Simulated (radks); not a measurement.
Spin polarisation of the 2p3 shell in the neon ion Ne3+. Start: [He] 2s2 2p(up 1.5, down 1.5); electrons of 2p are moved from spin down to spin up, other shells keep equal spins. Calculated with a radial shooting solver on a logarithmic mesh with Libxc functionals: non-relativistic Kohn-Sham, BLYP, spin-polarised, spherical densities, point nucleus.

moment (Bohr magnetons)  E - E(0) (eV)  e(2p up) (eV)  e(2p down) (eV)  2s down minus up (eV)  1s down minus up (eV)
0                                0.000        -80.618          -80.618                  0.000                 0.000
0.75                            -0.411        -81.634          -79.445                  2.058                  0.875
1.5                             -1.636        -82.475          -78.144                  4.072                  1.741
2.25                            -3.649        -83.136          -76.743                  6.008                  2.592
3                               -6.420        -83.623          -75.251                  7.863                  3.430

At moment 3 the spin-polarisation energy is -6.420 eV and the 2p exchange splitting 8.372 eV, that is 2.791 eV per Bohr magneton; E = -I m^2/4 would give I = 2.853 eV.
